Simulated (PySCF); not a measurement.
**Yb(III) with more and more H2O**

Computed with PySCF 2.14.0, B3LYP, def2-SVP on the ligands, density fitting, scalar-relativistic core potentials, no spin-orbit coupling, vacuum. The metal has lcecp-1-SVP with ECP59. Each complex is relaxed within the symmetry of its template. Distances are means of the shortest metal–ligand contacts, charges and spins Mulliken's; removal energies are rigid, with the ligand's formal charge and no counterpoise, so too large; for an anion taken off a cation in vacuum most of it is the attraction of opposite charges, and multiply charged cations can part far more cheaply with an electron moved from ligand to metal. lcecp potentials hold a fixed number of 4f electrons in the core, out of states, spins and gaps.

**Question.** Order these by the metal–ligand distance, lowest first.
A. [Yb(H2O)3]3+
B. [Yb(H2O)]3+
C. [Yb(H2O)2]3+
D. [Yb(H2O)4]3+

**Answer.** B (2.129), C (2.166), A (2.206), D (2.232).

**Question.** What else do they give?

**Answer.** 
```
     complex  point group  M–H2O (Å)  charge on M (e)  removal of one H2O (eV)  strongest infrared band, degenerate modes summed (cm⁻¹)    unstable modes (below −25 cm⁻¹)
 [Yb(H2O)]3+          C2v      2.129             2.52                     5.59                                                     3308                                  0
[Yb(H2O)2]3+           C1      2.166             2.16                     4.71                                                     3410                                  0
[Yb(H2O)3]3+           D3      2.206             1.89                     4.09                                                     3496  0 (lowest -22 cm⁻¹, within noise)
[Yb(H2O)4]3+           S4      2.232             1.65                     3.64                                                     3556                                  0
```

The more ligands, the longer each bond and the weaker the last ligand is held.

Members with unstable modes aren't minima as they stand: saddle points kept by symmetry or, where the modes are soft, flat surfaces and noise. Moved off a saddle point of the template and relaxed again: [Yb(H2O)2]3+, [Yb(H2O)3]3+, [Yb(H2O)4]3+. One start shape was tried for each, so a minimum needn't be the lowest isomer.
